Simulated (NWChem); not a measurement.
System meant: CH₄BFS; SMILES CSBF

Input file for NWChem:

```
start job
memory heap 200 mb stack 900 mb global 1100 mb
geometry units angstroms noautoz
  B      0.493432    -0.935751    -0.114369
  F     -0.002525    -2.159102    -0.016339
  H      1.615034    -0.779448    -0.538234
  S     -0.530749     0.438978     0.390127
  C      0.555564     1.860957     0.078241
  H      0.719432     2.402318     1.019448
  H      0.071060     2.532895    -0.642554
  H      1.521356     1.528866    -0.324640
end
basis spherical
  B library def2-svp
  F library def2-svp
  H library def2-svp
  S library def2-svp
  C library def2-svp
end
dft
  xc pbe0
  iterations 4
  mulliken
end
task dft energy
```

End of the output:

```
    Atom       Charge   Shell Charges
 -----------   ------   -------------------------------------------------------
    1 B    5     5.25   1.96  0.56  0.29  1.38  0.71  0.34
    2 F    9     8.96   1.98  0.98  0.70  3.20  2.09  0.01
    3 H    1     1.06   0.65  0.38  0.03
    4 S   16    15.69   2.00  1.95  0.93  0.61  5.81  1.91  2.39  0.09
    5 C    6     6.16   1.96  0.60  0.34  1.86  1.33  0.07
    6 H    1     0.96   0.64  0.26  0.07
    7 H    1     0.96   0.64  0.26  0.07
    8 H    1     0.96   0.63  0.26  0.07

 center of mass
 --------------
 x =  -0.08260347 y =  -0.21203776 z =   0.00000000

 moments of inertia (a.u.)
 ------------------
         580.425952315322          -0.000007608188           0.000000000000
          -0.000007608188          90.437593368048           0.000000000000
           0.000000000000           0.000000000000         659.347877783262

     Multipole analysis of the density
     ---------------------------------

     L   x y z        total         alpha         beta         nuclear
     -   - - -        -----         -----         ----         -------
     0   0 0 0     -0.000000    -20.000000    -20.000000     40.000000

     1   1 0 0      0.451786      0.225893      0.225893      0.000000
     1   0 1 0      0.795313      0.397656      0.397656      0.000000
     1   0 0 1     -0.000000     -0.000000     -0.000000      0.000000

     2   2 0 0    -23.601388    -37.881266    -37.881266     52.161143
     2   1 1 0      0.558454     -2.934727     -2.934727      6.427908
     2   1 0 1     -0.000000     -0.000000     -0.000000      0.000000
     2   0 2 0    -22.706675   -164.433621   -164.433621    306.160566
     2   0 1 1     -0.000000     -0.000000     -0.000000      0.000000
     2   0 0 2    -22.841854    -14.277491    -14.277491      5.713129

 ------------------------------------------------------------------------
 dft energy failed                                                                                  0
 ------------------------------------------------------------------------
 ------------------------------------------------------------------------
  current input line :
    25: task dft energy
 ------------------------------------------------------------------------
 ------------------------------------------------------------------------
 This type of error is most commonly associated with calculations not reaching convergence criteria
 ------------------------------------------------------------------------
 For more information see the NWChem manual at https://nwchemgit.github.io

0:dft energy failed:Received an Error in Communication
```

**Question.** Find the fault in this run and fix the input.

**Answer.** Convergence was not reached. Cause: the SCF was allowed too few iterations. This input runs:
```
start job
memory heap 200 mb stack 900 mb global 1100 mb
geometry units angstroms noautoz
  B      0.493432    -0.935751    -0.114369
  F     -0.002525    -2.159102    -0.016339
  H      1.615034    -0.779448    -0.538234
  S     -0.530749     0.438978     0.390127
  C      0.555564     1.860957     0.078241
  H      0.719432     2.402318     1.019448
  H      0.071060     2.532895    -0.642554
  H      1.521356     1.528866    -0.324640
end
basis spherical
  * library def2-svp
end
dft
  xc pbe0
  iterations 150
  mulliken
end
task dft energy
```
It converges to -562.90359 Ha (PBE0/def2-SVP).
